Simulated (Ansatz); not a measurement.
Input for Ansatz (a program for electronic structure): R-CCSD(T)/cc-pV(D+d)Z on FH3OSi (SMILES O[SiH2]F), a point of a torsion scan. Files ending in .json are basis or fitting sets from the Basis Set Exchange.

Ansatz 0.2 input:
```yaml
crystal:
  periodic: [false, false, false]
  atoms:
    - {symbol: O, position_ang: [1.15904131, -0.03215879, -0.44817315]}
    - {symbol: Si, position_ang: [-0.40652363, -0.07656541, -0.05872054]}
    - {symbol: F, position_ang: [-0.61529298, 0.92483650, 1.18724328]}
    - {symbol: H, position_ang: [1.84190947, 0.13786160, 0.19551445]}
    - {symbol: H, position_ang: [-0.81783325, -1.37173107, 0.45275617]}
    - {symbol: H, position_ang: [-1.11986679, 0.46644513, -1.19268166]}
basis:
  gaussian:
    orbitals: cc-pV_D+d_Z.json
magnetization: {spin_polarized: false}
correlation: {method: ccsd_t, electrons: outside_noble_gas}
scf: {lower_state_search: off}
```

The head of its log:

```
WARN ansatz: RAYON_NUM_THREADS=1 ignored (pool sized by the plan → 1); use --threads N
Functional definition: HF
these checks for a lower state are left out or cut short: stability, starts, cluster_reference, orbital_swaps, neighbouring_geometries, increment
integrals: 0.04 GiB planned
642 factors; integrals over basis functions are off by at most 1.1e-3 eV
mean field: 0.13 GiB planned
mean field evaluation 1: about -12653.2913 eV, gradient 3.7e1 eV
mean field evaluation 2: about -12653.3245 eV, gradient 3.7e1 eV
mean field evaluation 4: about -12655.8877 eV, gradient 2.0e0 eV
mean field evaluation 8: about -12655.9069 eV, gradient 1.2e-1 eV
mean field -12655.90691754 eV, -465.0960007378 hartree, gradient 8.0e-7 eV, S^2 0.000000; 0 other end points of the search recorded, 0 dependent functions left out
7 core orbitals not correlated
reference -12655.90691754 eV, -465.0960007378 hartree; 10, 10 occupied and 49, 49 virtual orbitals, 642 factors
```

What total energy does the run end on?

-465.6002 hartree (reference determinant -465.0960, T1 diagnostic 0.011).
